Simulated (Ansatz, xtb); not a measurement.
# Two isomers of C4H6BBrF2

Structure X is `CC/C(=C\Br)B(F)F`, a singlet and structure Y is `C/C(=C\CBr)B(F)F`, a singlet. Both are isolated molecules in the gas phase, relaxed with PBE0-D3(BJ)/def2-SVP; the shapes shown needn't be the lowest conformers.

X (Å):

```xyz
14

C     1.1298   -0.4262   -1.1792
C     0.0620   -0.7766   -0.1455
C    -0.0658    0.2811    0.9143
C     0.5349    0.2419    2.1150
B    -0.8928    1.5629    0.6268
Br    1.6246   -1.1577    2.7240
F    -1.0102    2.5436    1.5076
F    -1.5189    1.7208   -0.5267
H     1.1934   -1.2018   -1.9570
H     0.9040    0.5297   -1.6766
H     2.1193   -0.3362   -0.7057
H     0.3006   -1.7435    0.3242
H    -0.9096   -0.8950   -0.6512
H     0.4366    1.0427    2.8514
```

Y (Å):

```csv
atom,x (Å),y (Å),z (Å)
C,-0.0266,1.3428,0.5263
C,-0.2957,-0.1140,0.7601
C,0.5948,-1.0031,1.2501
C,2.0010,-0.7318,1.6329
B,-1.7106,-0.6613,0.4244
Br,2.1901,-0.7665,3.5843
F,-2.0365,-1.9314,0.5986
F,-2.6532,0.1322,-0.0564
H,-0.1198,1.5928,-0.5432
H,0.9667,1.6656,0.8656
H,-0.7747,1.9595,1.0490
H,0.2623,-2.0362,1.4008
H,2.3663,0.2488,1.3100
H,2.6796,-1.5135,1.2682
```

Q: Estimate which is lower in electronic energy at CCSD(T)/def2-SVP + ΔMP2/def2-TZVPP, and by roughly how much.

A: Too close to call at this level: CCSD(T)/def2-SVP + ΔMP2/def2-TZVPP gives E(Y) − E(X) = +0.60 kcal/mol.

The same difference at several levels:

| level | geometry | E(Y) − E(X) (kcal/mol) | departure from the last row (kcal/mol) | job, with rough time for the two |
| --- | --- | --- | --- | --- |
| PBE0-D3(BJ)/def2-SVP | PBE0-D3(BJ)/def2-SVP | +1.06 | +0.46 | optimisation, 10 min |
| HF/def2-SVP | PBE0-D3(BJ)/def2-SVP | −1.59 | −2.20 | part of the CCSD(T) run |
| MP2/def2-SVP | PBE0-D3(BJ)/def2-SVP | +1.97 | +1.36 | part of the CCSD(T) run |
| CCSD(T)/def2-SVP | PBE0-D3(BJ)/def2-SVP | +1.32 | +0.71 | single point |
| CCSD(T)/def2-SVP + ΔMP2/def2-TZVPP | PBE0-D3(BJ)/def2-SVP | +0.60 |  | single point, 9.9 min |

As drawn, both hold the same kinds of bond in the same numbers.

The largest departure from CCSD(T)/def2-SVP + ΔMP2/def2-TZVPP is that of HF/def2-SVP, 2.20 kcal/mol. Levels run at GFN2-xTB geometries aren't shown. The last row adds to CCSD(T) the change of the MP2 difference between the two basis sets, here −0.71 kcal/mol.

With thermal terms from frequencies at re-optimised GFN2-xTB minima (ideal gas, soft modes damped towards free rotors, one conformer each, 298.15 K, 1 atm): on the last row, ΔE + ΔZPE = +0.24, ΔH = +0.27, ΔG = +0.06 kcal/mol.

The correlated steps freeze 16 core orbitals; the filled d shell of Br is correlated, in a basis made for valence electrons. Run with Ansatz 0.2.0, xtb 6.7.1; the last row on 2 threads of Arm Neoverse N1 on a shared host.
